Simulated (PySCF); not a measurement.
Match the calculated data to a structure.

All candidates are C3H8N2OSi.

- NMR, other nuclei: isotropic shieldings of nuclei other than C and H, by class: -151 (1 N), 154 (1 N), -119 (1 O), 405 (1 Si) ppm [GIAO PBE0/pcSseg-1]
- 13C NMR: chemical shifts (computed TMS as zero) by class: 191.9 (1 C), 178.5 (1 C), 24.0 (1 C) ppm [GIAO PBE0/pcSseg-1]
- Polarisability: 79.4 au [CAM-B3LYP/def2-SVPD]
- UV, first state: lowest singlet excitation: 4.50 eV (275 nm, f = 0.003) [TDDFT CAM-B3LYP/def2-SVPD]
- Dipole: 3.44 D [CAM-B3LYP/def2-SVPD]
- Triplet: lowest triplet excitation (Tamm–Dancoff): 3.68 eV [TDA CAM-B3LYP/def2-SVPD]
- Rotational structure: rotational constants A, B, C: 4.651, 1.241, 0.997 GHz [GFN2-xTB]

The electronic properties come from PySCF, for the isolated species, density fitting. Levels stand in brackets. Geometry: GFN2-xTB, one conformer, isolated molecule. NMR classes are plain means over equivalent atoms (diastereotopic ones count apart unless rotation or inversion swaps them), as if these changed places fast.

Question: Which candidate is it?
A. `C[C@@H]1NC(=O)[Si@H]1N`
B. `[H]/N=C/[SiH2]NC(C)=O`
C. `CCO[Si@H](N)C#N`

Answer: B. It is `[H]/N=C/[SiH2]NC(C)=O`. Numbering: `[H]/[N:7]=[CH:6]/[SiH2:5][NH:4][C:2]([CH3:1])=[O:3]`. Its formula, C3H8N2OSi, gives 2 degrees of unsaturation: 0 rings and 2 π bonds in the structure found. 3 carbons fall into 3 classes; from least to most shielded: C=N carbon [C6] (191.9 ppm), amide carbonyl carbon [C2] (178.5 ppm), methyl carbon next to a carbonyl [C1] (24.0 ppm). The other shieldings belong to: -151 ppm, C=N nitrogen [N7]; 154 ppm, amide nitrogen [N4]; -119 ppm, amide oxygen [O3]; 405 ppm, SiH2 silicon [Si5]. By its constants the optimised geometry is an asymmetric top.

The others, at the same levels:
- `CCO[Si@H](N)C#N` fails: its computed 13C shifts are 126.9 (1 C), 62.5 (1 C), 20.3 (1 C) ppm and rotational constant A is 3.252 GHz (against 4.651 GHz).
- `C[C@@H]1NC(=O)[Si@H]1N` fails: its computed 13C shifts are 179.5 (1 C), 42.9 (1 C), 21.0 (1 C) ppm, rotational constant A is 2.319 GHz (against 4.651 GHz) and smallest rotational constant is 1.319 GHz (against 0.997 GHz).

Each candidate is one conformer, not necessarily the lowest. The conformers computed, where there is a choice (atom-mapped SMILES and torsion angles):
- `[H]/[N:7]=[CH:6]/[SiH2:5][NH:4][C:2]([CH3:1])=[O:3]`: C1–C2–N4–Si5 180°, C2–N4–Si5–C6 179°, N4–Si5–C6–N7 0°
- `[CH3:1][CH2:2][O:3][Si@H:4]([NH2:5])[C:6]#[N:7]`: C1–C2–O3–Si4 -176°, C2–O3–Si4–N5 -57°, H–N5–Si4–O3 -39°, H–N5–Si4–O3 180°
- `[CH3:1][C@@H:2]1[NH:3][C:4](=[O:5])[Si@H:6]1[NH2:7]`: H–N7–Si6–C4 35°, H–N7–Si6–C4 -104°
